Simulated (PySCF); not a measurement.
**Ionisation energy of Cl⁺ by level of theory**

Cl⁺ [Ne] 3s2 3p4 (3P) → Cl²⁺ [Ne] 3s2 3p3 (4S), as a difference of total energies. Calculation: PySCF 2.14, in aug-cc-pV(T+d)Z with one added diffuse shell each of s, p, d, f type (7s6p5d3f, 71 functions); the non-relativistic Hamiltonian (point nucleus). Correlated levels: valence: [Ne] frozen. The calculations carry no spin-orbit coupling.

Q: Order these methods by the ionisation energy they give, lowest first.
A. MP2 (valence)
B. SCS-MP2 (valence)
C. CCSD (valence)
D. UHF

A: D (22.594 eV), A (23.376 eV), B (23.460 eV), C (23.487 eV).

Errors of the correlated levels include the incompleteness of this basis and the frozen core.

For comparison: 23.771 eV (measured; NIST levels, between the centres of gravity of the two terms).
